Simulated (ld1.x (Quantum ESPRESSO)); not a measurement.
**Varying the RRKJ potential for O (Z = 8)**

Base potential:

ld1.x (Quantum ESPRESSO) 7.5 input, shortened:

```
&input
   title='O', zed=8., rel=1, dft='PBE', iswitch=3,
   config='[He] 2s2 2p4'
 /
 &inputp
   pseudotype=2, tm=.false., lloc=1,
   nlcc=.true., new_core_ps=.true., rcore=0.35
 /
2
2S  1  0   2.00   0.00  0.80  0.80  0.0
2P  2  1   4.00   0.00  1.35  1.35  0.0
 &test
   configts(1)='2s2 2p4'
 /
```

Cutoffs, loose and tight: the cutoffs (Ry, on a coarse ladder) from which the occupation-weighted sum of valence levels, in a spherical-Bessel basis at the reference potential, stays within 10 and 1 mRy of its value at 400 Ry. They do not see the model core or the augmentation charge, which bear on the density cutoff. Test errors are all-electron minus pseudo excitation energies from the reference, over the configurations 2s2 2p3; 2s2 2p2; 2s2 2p1; 2s1 2p4; 2s2 2p3.5; 2s2 2p4.3; 2s2 2p0. A dash means not determined; rows that change the core or the reference have their own tests.

```csv
change,outcome,"cutoff, loose","cutoff, tight",bound ghosts,largest test error (meV)
base,generated,110 Ry,160 Ry,none,+1304
core correction none,generated,110 Ry,160 Ry,none,+1439
core correction Bessel-smoothed model core inside 0.36 bohr,generated,110 Ry,160 Ry,none,+1306
core correction Bessel-smoothed model core inside 0.42 bohr,generated,110 Ry,160 Ry,none,+1328
core correction Bessel-smoothed model core inside 0.56 bohr,generated,110 Ry,160 Ry,none,+1400
core correction Bessel-smoothed model core inside 0.64 bohr,generated,110 Ry,160 Ry,none,+1315
core correction Bessel-smoothed model core inside 0.74 bohr,generated,110 Ry,160 Ry,none,+1323
core correction Bessel-smoothed model core inside 0.82 bohr,generated,110 Ry,160 Ry,none,+1363
core correction Bessel-smoothed model core inside 0.94 bohr,generated,110 Ry,160 Ry,none,+1398
```
